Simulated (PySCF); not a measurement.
## Computed properties of Si(H)(F)(Me)(NH2) (CH6FNSi), SMILES C[SiH](N)F

CH6FNSi, SMILES C[SiH](N)F. Geometry optimised at B3LYP-D3(BJ)/def2-SVP. One conformer was computed; it need not be the lowest. All values are computed for the isolated molecule unless a solvent is named; none is compared with measurement here.

**Structure.** All 24 harmonic modes at B3LYP-D3(BJ)/def2-SVP (PySCF) are real, so it is a minimum. With heavy atoms numbered as in [SiH:1]([CH3:2])([NH2:3])[F:4], the shortest bond between them is Si1–F4 at 1.641 Å and the longest Si1–C2 at 1.865 Å.

**Vibrations.** The strongest infrared lines (harmonic, unscaled, degenerate partners summed) lie at 954 cm⁻¹ (257 km/mol, H 43 %, Si 37 %, N 9 %), 919 cm⁻¹ (217 km/mol, H 64 %, Si 23 %), 417 cm⁻¹ (181 km/mol, H 58 %, N 35 %). The softest mode is at 141 cm⁻¹ and the zero-point energy is 46.6 kcal/mol.

**Electronic structure.** M06-2X/def2-TZVP (PySCF) places the frontier levels at -9.43 and 1.43 eV, a gap of 10.86 eV, and gives a dipole moment of 1.81 D and a mean polarisability of 43.3 bohr³.

**Excitations.** TDDFT-PBE0/def2-SVPD (PySCF) has S1 at 7.04 eV (176 nm, f = 0.048, weak); the most intense of the 10 singlets computed lies at 8.85 eV (f = 0.14). T1 (TDA) is at 6.62 eV. No vertical singlet excitation falls in the visible range (under 3.1 eV).

**NMR.** GIAO shifts at B3LYP/pcSseg-1 (PySCF) (non-relativistic, atoms alike by connectivity averaged): ¹³C at -0.3 ppm against TMS; ¹H from 0.5 to 5.0 ppm against TMS; ²⁹Si at -8.7 ppm against TMS; ¹⁹F at -151.9 ppm against CFCl3.
